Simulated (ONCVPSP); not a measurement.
# Configuration tests for copper (ONCV)

```json
{
  "Element": "copper",
  "Generator": "ONCVPSP 4.0.1",
  "Type": "optimised norm-conserving Vanderbilt (ONCV)",
  "Functional": "LDA (Perdew-Zunger)",
  "Relativity": "scalar-relativistic",
  "Frozen core": "[Ne]",
  "Valence charge": "19",
  "Reference configuration": "3s2 3p6 3d9.5 (charge +1.5)",
  "Partial waves": "3s: rc 0.85 bohr, ncon 4, nbas 7, qcut 14.5 1/bohr, 2 projectors, debl 1.8 Ha; 3p: rc 0.80 bohr, ncon 4, nbas 8, qcut 10.2 1/bohr, 1 projector; 3d: rc 1.10 bohr, ncon 3, nbas 8, qcut 12 1/bohr, 2 projectors, debl 2 Ha",
  "Local potential": "polynomial inside 0.75 bohr (lpopt 5, dvloc0 3 Ha)",
  "Core correction": "Teter function fitted to the true core (icmod 2), fcfact 0.35"
}
```

In the s channel the program set the typed energies aside and used -4.808, 0.250 Ha.

Energies are relative to the spin-unpolarised reference configuration 3s2 3p6 3d9.5; without spin polarisation the order of configurations can differ from experiment.

| valence configuration | charge | ΔE all-electron (eV) | error AE − PS (meV) |
| --- | --- | --- | --- |
| 3s2 3p6 3d10 4s1 | 0 | -17.280 | +2.4 |
| 3s2 3p6 3d10 | +1 | -8.844 | +3.2 |
| 3s2 3p6 3d9 | +2 | 12.843 | -1.8 |
| 3s2 3p6 3d9 4s2 | 0 | -15.276 | +13 |
